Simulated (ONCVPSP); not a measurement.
# Before and after: ONCV potential for Si (Z = 14)

ONCVPSP 4.0.1 input, shortened (lines: element, Z, core and valence counts, functional; n l f; lmax; l rc ep ncon nbas qcut; lloc lpopt rc5 dvloc0; l nproj debl; icmod fcfact rcfact), PBE, scalar-relativistic:

```
  Si 14.00    3    2        4      upf
    1    0    2.00
    2    0    2.00
    2    1    6.00
    3    0    2.00
    3    1    1.00
    1
    0    1.60    0.00    4    7    4.90
    1    2.10    0.00    4    7    4.20
    0    5    1.60    0.00
    0    0    0.90
    1    3    0.60
    0    0.00    0.00
```

All-electron outer shells of the reference configuration (PBE, scalar-relativistic, ld1.x):

```
shell  level (eV)  outermost node (bohr)  outermost maximum (bohr)
   2s     -149.00                   0.15                      0.45
   2p     -105.08                      –                      0.39
   3s      -19.03                   0.72                      1.75
   3p      -11.66                   0.71                      2.04
```

Change: s: qcut 3.4; p: qcut 2.9.

Cutoffs: the cutoffs (Ha) at which the residual kinetic energy of the hardest occupied pseudo-wave falls to 1 and 0.1 mHa per electron; they do not see the model core or the augmentation charge, which bear on the density cutoff. Errors are all-electron minus pseudo energies relative to the spin-unpolarised reference configuration.

Task: How do hardness, ghosts and transferability respond?

Result: The potential gets harder (8.3 Ha and 11 Ha → 14 Ha and 37 Ha); both files keep a bound ghost (p); of the 4 tests that both files solve, the error grows in 0 and shrinks in 3 by more than 15 % and 0.3 meV (median size 1.0 → 0.5 meV).

| quantity | base | changed |
| --- | --- | --- |
| cutoff, loose | 8.3 Ha | 14 Ha |
| cutoff, tight | 11 Ha | 37 Ha |
| loose cutoff by channel | s 8.3 Ha, p 3.5 Ha | s 14 Ha, p 3.4 Ha |
| bound ghosts | p | p |
| GHOST(+) flags under 300 eV | none | none |
| error for 3s2 3p2, meV [ΔE -7.74 eV] | -1.0 | -0.7 |
| error for 3s2 3p0, meV [ΔE 15.99 eV] | -0.9 | +0.3 |
| error for 3s1 3p0, meV [ΔE 49.96 eV] | +68 | +66 |
| error for 3s1 3p3, meV [ΔE -0.93 eV] | -0.9 | -0.3 |
| s: phases at 1.63 bohr within 0.05 rad from the reference energy up to (Ha; the scan ends near 5) | 2.9 | 2.0 |
| p: phases at 2.13 bohr within 0.05 rad from the reference energy up to (Ha; the scan ends near 5) | 2.8 | 2.8 |

 A true bound ghost makes a file unfit for plane-wave use even where its test errors are small: the radial tests pick states by their node count and pass the ghost by.
